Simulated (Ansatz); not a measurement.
Several settings on one geometry of (H3Ge)2O (Ge₂OH₆) (that of the charge 0 singlet, r2SCAN-D4/def2-SVP). Ansatz on 4 threads of Arm Neoverse V2 on a shared host; times are rough.

```xyz
9

Ge    1.4955   -0.0252    0.5717
H     2.0970   -0.6060   -0.7227
H     2.4056    1.0508    1.1719
H     1.2285   -1.1576    1.5817
O    -0.0353    0.8017    0.1942
Ge   -1.4993    0.1149   -0.5502
H    -1.1680   -0.3738   -1.9731
H    -2.0050   -1.0624    0.3058
H    -2.5190    1.2575   -0.5795
```

Totals from different functionals, basis sets or treatments of relativity can't be compared as stabilities.

Correlated methods freeze 19 core orbitals; core or outer-core shells of Ge are correlated, in sets that lack core-valence functions.

The spins typed aren't always the lowest for that charge.

Question: Give the basis size and estimate the energy, ⟨S²⟩ and time of these runs.

```csv
run,method,charge,state,further keys
1,UKS ωB97M-V/def2-mTZVPP,1,doublet,fitting: {mean_field: def2-universal-jkfit}; forces asked
2,UKS ωB97/STO-3G,0,singlet,scf: {omitted_lower_state_checks: [starts]}
3,RKS PBE-QIDH/STO-3G,0,singlet,scf: {lower_state_search: light}
4,UKS ωB97M-V/def2-SVP,0,singlet,"fitting: {mean_field: def2-universal-jkfit}; final_grid: {core_spheres: 20, valence_spheres: 16, degree: 47}; forces asked"
```

Answer: 
```json
{"run": "1", "functions": "126", "energy (Eh)": "-4232.2242", "⟨S²⟩": "0.76", "wall time": "16 s"}
{"run": "2", "functions": "47", "energy (Eh)": "-4184.1388", "⟨S²⟩": "0.00", "wall time": "1.7 s"}
{"run": "3", "functions": "47", "energy (Eh)": "-4182.8950", "⟨S²⟩": "–", "wall time": "0.6 s"}
{"run": "4", "functions": "108", "energy (Eh)": "-4231.9929", "⟨S²⟩": "0.00", "wall time": "5.5 s"}
```
